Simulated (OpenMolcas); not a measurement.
# AlCNClOF (SMILES O=C=[N][Al]([F])[Cl]): methods side by side

The species is AlCNClOF (6 atoms), meant as a singlet with charge 0. SMILES: `O=C=[N][Al]([F])[Cl]`. The coordinates come from a PBE0-D4/def2-TZVP relaxation. This is one conformer, not always the lowest.

```xyz
6

O    -1.7260   -0.3013    2.3539
C    -1.0345   -0.2447    1.4216
N    -0.3214   -0.1963    0.4618
Al    0.6948    0.0331   -0.9334
F     1.3792   -1.2682   -1.6424
Cl    1.0500    1.9134   -1.7078
```

Each level gives the HOMO–LUMO gap (eV). The values are calculated.

```tsv
level	kind	program	value (eV)	CPU time
HF/cc-pVDZ	Hartree–Fock	OpenMolcas	14.44	14 s
SVWN5/cc-pVDZ	LDA	OpenMolcas	5.65	32 s
PBE/cc-pVDZ	GGA	OpenMolcas	5.67	44 s
revPBE/cc-pVDZ	GGA	OpenMolcas	5.72	40 s
M06-L/cc-pVDZ	meta-GGA	OpenMolcas	6.45	58 s
B3LYP/cc-pVDZ	global hybrid	OpenMolcas	7.44	40 s
BHLYP/cc-pVDZ	global hybrid	OpenMolcas	10.11	39 s
M06-2X/cc-pVDZ	hybrid meta-GGA	OpenMolcas	9.90	52 s
```

The values span 5.65 to 14.44 eV. Orbital gaps aren't excitation energies; they tend to grow with the share of exact exchange. CPU times are rough (shared hosts, several kinds of processor and program).
